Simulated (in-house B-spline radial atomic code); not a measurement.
Spin-orbit splittings of orbital energies (j = l + 1/2 less j = l - 1/2) and ratios of mean radii (lower j over upper j) along the 29-electron series, configuration [Ar] 3d10 4s1. Computed with a B-spline radial code for spherical atoms: Dirac-Hartree-Fock, average of the configuration, finite nuclei.

```
  ion   Z  splitting of 2p (eV)  radius ratio of 2p  splitting of 3p (eV)  radius ratio of 3p  splitting of 3d (eV)  radius ratio of 3d
Zr11+  40                86.594             0.96979                 14.53              0.9794                2.6536              0.9927
Nb12+  41                96.579             0.96822                16.497             0.97857                3.0671             0.99244
Mo13+  42                107.43             0.96662                18.666             0.97771                3.5268             0.99216
Tc14+  43                119.21             0.96497                21.048             0.97682                4.0359             0.99186
Ru15+  44                131.96             0.96328                23.659             0.97589                 4.598             0.99155
Rh16+  45                145.75             0.96154                26.513             0.97494                5.2164             0.99122
Pd17+  46                160.64             0.95976                29.627             0.97396                5.8948             0.99088
Ag18+  47                176.68             0.95794                33.017             0.97294                 6.637             0.99053
Cd19+  48                193.95             0.95607                36.699              0.9719                7.4468             0.99016
In20+  49                     ?                   ?                     ?                   ?                     ?                   ?
Sn21+  50                232.42              0.9522                45.014             0.96973                9.2855             0.98939
Sb22+  51                253.78              0.9502                49.684              0.9686                10.323             0.98899
Te23+  52                276.64             0.94815                54.722             0.96744                11.444             0.98857
 I24+  53                 301.1             0.94605                 60.15             0.96625                12.655             0.98815
Xe25+  54                     ?                   ?                     ?                   ?                     ?                   ?
Cs26+  55                     ?                   ?                     ?                   ?                     ?                   ?
Ba27+  56                384.84             0.93947                78.991             0.96249                16.867             0.98681
```

Task: Fill in the row of In20+.

Result: splitting of 2p (eV): 212.51; radius ratio of 2p: 0.95416; splitting of 3p (eV): 40.692; radius ratio of 3p: 0.97083; splitting of 3d (eV): 8.3283; radius ratio of 3d: 0.98978.

Task: Fill in the row of Xe25+.

Result: splitting of 2p (eV): 327.22; radius ratio of 2p: 0.94391; splitting of 3p (eV): 65.988; radius ratio of 3p: 0.96502; splitting of 3d (eV): 13.959; radius ratio of 3d: 0.98771.

Task: Fill in the row of Cs26+.

Result: splitting of 2p (eV): 355.11; radius ratio of 2p: 0.94171; splitting of 3p (eV): 72.261; radius ratio of 3p: 0.96377; splitting of 3d (eV): 15.361; radius ratio of 3d: 0.98726.

Task: With what power of Z does the column «splitting of 3d (eV)» change over this range?

Result: A fit of the logarithm of its size against log Z from Z = 40 to 56 has slope 5.48. An unscreened hydrogenic electron would give 4 at low Z; screening makes the apparent power larger near the neutral end, and relativity raises it again at high Z.
